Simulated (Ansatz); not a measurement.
C₂H₉N₃Si, SMILES C/C=N/[SiH](N)N.

Geometry: PBE0-D3(BJ)/def2-SVP. The structure was generated by enumeration; whether it is a known compound was not checked. The values are those of a single conformer.

Two levels are set side by side: PBE/def2-SVPD (Ansatz, a program for electronic structure) and PBE0/def2-SVPD (Ansatz). Energy differences of separate SCF runs at the same geometry; the states with an electron removed or added have multiplicity 2 and 2. Differences are taken from unrounded values.

```tsv
quantity	PBE
vertical ionisation energy (eV)	8.19
vertical singlet–triplet gap (eV)	3.71
```

These are the PBE values. What does PBE0 give? (Estimate from the structure and the level; the computed values follow.)


```tsv
quantity	PBE0	PBE minus PBE0
vertical ionisation energy (eV)	8.58	-0.39
vertical singlet–triplet gap (eV)	3.70	0.01
```
